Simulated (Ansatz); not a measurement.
Coupled-cluster run, `[Li-]1[O]C=CC=[O+]1`.

```yaml
crystal:
  periodic: [false, false, false]
  atoms:
    - {symbol: Li, position_ang: [0.061603, 0.870910, -1.978474]}
    - {symbol: O, position_ang: [1.132307, -0.422676, -1.383135]}
    - {symbol: C, position_ang: [0.946463, -0.799990, -0.199625]}
    - {symbol: C, position_ang: [-0.008241, -0.316889, 0.702532]}
    - {symbol: C, position_ang: [-0.932534, 0.693317, 0.412921]}
    - {symbol: O, position_ang: [-1.059785, 1.319061, -0.668689]}
    - {symbol: H, position_ang: [1.604990, -1.599830, 0.176498]}
    - {symbol: H, position_ang: [-0.034064, -0.755208, 1.692143]}
    - {symbol: H, position_ang: [-1.622240, 0.965006, 1.228628]}
basis:
  gaussian: {orbitals: def2-QZVPP}
correlation: {method: ccsd_t}
```

```sh
$ ansatz run in.yaml --threads 2 --pin off --events-out ev --progress --plain --max-ram 32768MiB --backend cuda --devices 0, --max-vram 18GiB
```

Output of Ansatz, abridged:

```
Functional definition: HF
2502 factors; integrals over basis functions are off by at most 8.2e-4 eV
mean field evaluation 1: about -7415.5934 eV, gradient 5.2e1 eV
mean field evaluation 2: about -7415.7529 eV, gradient 5.2e1 eV
mean field evaluation 4: about -7420.9632 eV, gradient 5.2e0 eV
mean field evaluation 8: about -7421.0497 eV, gradient 3.6e-1 eV
mean field -7421.05048185 eV, -272.7185750394 hartree, gradient 2.7e-6 eV, S^2 0.000000; 0 other end points of the search recorded, 0 dependent functions left out
5 core orbitals not correlated: weight in the atoms' cores, before any rotation towards them, 1.000 or more for the frozen orbitals, at most 0.000 for the correlated occupied ones
reference -7421.05048185 eV, -272.7185750394 hartree; 15, 15 occupied and 390, 390 virtual orbitals, 2502 factors
second order -28.40491361 eV of doubles, -0.00000000 eV of singles
cycle   1  -27.70210116 eV  change    7.0e-1 eV  update   1.4e-1
cycle   2  -28.42445157 eV  change   -7.2e-1 eV  update   4.5e-2
cycle   3  -28.60954327 eV  change   -1.9e-1 eV  update   2.4e-2
cycle   4  -28.58914625 eV  change    2.0e-2 eV  update   7.8e-3
cycle   5  -28.57919944 eV  change    9.9e-3 eV  update   3.7e-3
cycle   6  -28.58199817 eV  change   -2.8e-3 eV  update   1.2e-3
cycle   7  -28.58190240 eV  change    9.6e-5 eV  update   4.4e-4
cycle   8  -28.58156688 eV  change    3.4e-4 eV  update   1.3e-4
cycle   9  -28.58161486 eV  change   -4.8e-5 eV  update   4.5e-5
cycle  10  -28.58164442 eV  change   -3.0e-5 eV  update   1.3e-5
perturbative correction -1.34826182 eV, -0.0495477079 hartree
Total energy: -7450.98038809 eV, -273.8184788065 hartree
```

Hardware: 2 threads of an AMD EPYC 7R13 on a shared host and a share of an NVIDIA H100 80 GB. Wall time 19 s, peak host memory 2.1 GiB.

Correlation energy per correlated electron: -0.998 eV. T1 diagnostic: 0.0173.
